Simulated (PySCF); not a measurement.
Numbering as in the mapped SMILES `[N:1]#[C:2][BH2-:3][P+:4]([F:5])([F:6])[F:7]`. Hydrogens are named by the atom that carries them.

Geometry: PBE0-D3(BJ)/def2-SVP; GIAO absolute shieldings from PySCF 2.14.0 with density-fitted response routines, gas phase, non-relativistic, averaged over equivalent atoms.

At PBE0/pcSseg-1 (136 basis functions, 16 s wall time on 1 thread of an Arm Neoverse V2, shared host):
```csv
atoms,σ (ppm)
N1,-88.9
C2,63.9
B3,149.6
P4,198.2
F5/F6/F7,231.5
H(B3),29.24
```

Problem. Estimate the result of repeating the calculation with CAM-B3LYP/pcSseg-2.

Solution. 
```json
{"atoms": "N1", "σ at CAM-B3LYP/pcSseg-2": "-87.4", "change": "+1.5"}
{"atoms": "C2", "σ at CAM-B3LYP/pcSseg-2": "55.9", "change": "-8.0"}
{"atoms": "B3", "σ at CAM-B3LYP/pcSseg-2": "147.3", "change": "-2.3"}
{"atoms": "P4", "σ at CAM-B3LYP/pcSseg-2": "177.3", "change": "-20.9"}
{"atoms": "F5/F6/F7", "σ at CAM-B3LYP/pcSseg-2": "230.2", "change": "-1.3"}
{"atoms": "H(B3)", "σ at CAM-B3LYP/pcSseg-2": "29.32", "change": "+0.08"}
```

The largest change is at P4 (phosphorus bonded to B, 3 F). Cost: 287 basis functions, 50 s wall time on 1 thread of an Arm Neoverse V2, shared host.

A carbon bonded to boron is broadened by the quadrupolar boron nucleus and is often missing from a measured spectrum.
